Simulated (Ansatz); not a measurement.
Isolated molecules relaxed with PBE0-D4/def2-TZVP in Ansatz; ΔE leaves out vibrations. CBS: MP2 limit from def2 TZ/QZ plus the TZ coupled-cluster correction, frozen cores. DFT in def2-TZVPP. Each species was taken in one conformer, which may not be the lowest.

Reaction (ligand exchange at a B–C bond): `BOCBS` + silanol → `[SiH3]OBS` + `BOC`

```
    species  B2PLYP energy (Eh)
    `BOCBS`          -564.68543
  `O[SiH3]`          -367.02731
`[SiH3]OBS`          -790.61143
      `BOC`          -141.14668
```

Q: Work out ΔE.

A: ΔE = (-790.61143) + (-141.14668) − (-564.68543) − (-367.02731) = -0.04537 Eh = -1.23 eV. CCSD(T)/CBS gives -1.19 eV.

Largest T1 diagnostic among the species: 0.015.

In def2-TZVPP, CCSD(T) changes the Hartree–Fock value by +0.16 eV (the triples alone add +0.01 eV) and MP2 by +0.16 eV.
